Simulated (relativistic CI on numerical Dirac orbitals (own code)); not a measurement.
**Au3+: 4f photoemission**

Computed with this model: Dirac-Coulomb-Breit CI, orbitals from a KLI potential per configuration, model QED (radiative potential, 1s self-energy scaled to tabulated hydrogen-like ionisation energies), valence Slater integrals scaled by 0.7, multiplet model of photoemission in the sudden approximation; configurations [Xe] 4f14 5d8 → [Xe] 4f13 5d8; 300 K; Lorentzian 0.17 eV and Gaussian 0.5 eV FWHM. Energies are those of the free ion, without screening or charge transfer. The energies are binding energies and can lie tens of eV above those of solids. S is read from ⟨S²⟩ = S(S + 1).

Field parameters in Wybourne normalisation: D4h B²₀ = −7Ds, B⁴₀ = 21(Dq − Dt), B⁴₄ = 21√(5/14) Dq. The field is a parameter set, without covalency.

free ion: ground-state S = 0.96, centroid 129.75 eV. Peaks (eV, height): 127.9 (100), 131.9 (59).

D4h, 10Dq = 37700, Ds = 1400, Dt = 1130 cm⁻¹: ground-state S = 0.99, centroid 129.86 eV. Peaks (eV, height): 128.1 (100), 131.8 (76).

D4h, 10Dq = 24000, Ds = 2500, Dt = 360 cm⁻¹: ground-state S = 0.99, centroid 129.84 eV. Peaks (eV, height): 128.1 (100), 131.9 (65).

Strongest unbroadened transitions for D4h, 10Dq = 24000, Ds = 2500, Dt = 360 cm⁻¹:

```
Energy (eV)  Relative strength
     127.91               91.9
     127.96               68.3
     127.97               59.8
     128.03              100.0
     128.05               41.0
     128.06               32.0
     128.13               34.8
     128.22               48.1
     128.24               61.4
     128.36               30.8
     128.37               77.5
     128.52               52.0
     128.55               49.4
     131.77               50.9
     131.81               35.5
     131.92               29.7
     131.97               30.5
     131.99               33.8
```
